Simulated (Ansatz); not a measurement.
`C[S][InH2]` + H–F → `[F][InH2]` + CH₃SH at 298.15 K and 1 bar (ligand exchange at the In–S bond).

Isolated molecules relaxed with PBE0-D4/def2-TZVP in Ansatz; ΔE leaves out vibrations. CCSD(T)/CBS is the MP2 limit (def2-TZVPP, def2-QZVPP) plus CCSD(T) − MP2 in def2-TZVPP, frozen cores. This one scheme is used for every species. Elements past krypton have def2 core potentials. For In outer-core shells are correlated without core-valence functions, which leaves a few kJ/mol of doubt a bond.

```
     species  CCSD(T)/CBS energy (Eh)  H − E (kJ/mol)  S (J/(mol·K))
`C[S][InH2]`               -628.65181           151.7          337.2
         H–F               -100.39570            33.5          173.6
 `[F][InH2]`               -290.81142            47.3          264.9
       CH₃SH               -438.22835           133.0          253.2
```

H − E and S are ideal-gas, rigid-rotor, harmonic terms from PBE0-D4/def2-TZVP. 1 Eh = 2625.50 kJ/mol, R = 8.31446 J/(mol·K).

Q: By hand: ΔE, ΔH, ΔS and ΔG.

A: ΔE = (-290.81142) + (-438.22835) − (-628.65181) − (-100.39570) = 0.00774 Eh = 20.3 kJ/mol. Δ(H − E) = 47.3 + 133.0 − 151.7 − 33.5 = -4.9, so ΔH = 15.4 kJ/mol. ΔS = 264.9 + 253.2 − 337.2 − 173.6 = 7.3 J/(mol·K). ΔG = 15.4 − 298.15 × (7.3)/1000 = 13.2 kJ/mol.

Q: By hand: the equilibrium constant, and the temperature at which ΔG would vanish if ΔH and ΔS stayed fixed.

A: log₁₀ K = −ΔG/(RT ln 10) = -2.3. ΔG = 0 at ΔH/ΔS = 2110 K, though so small a ΔS makes that figure unsure.

The number of gas molecules stays the same, so ΔS is small and ΔH decides. A doubt of 5 kJ/mol in ΔE shifts log₁₀ K by 0.9 here. Modes under 60 cm⁻¹, often nearly free rotors, make the harmonic entropy too high. These are equilibria of isolated gas molecules and say nothing of rates. Largest T1 diagnostic: 0.016 (customary marks: 0.02 for closed shells, 0.045 for open ones).
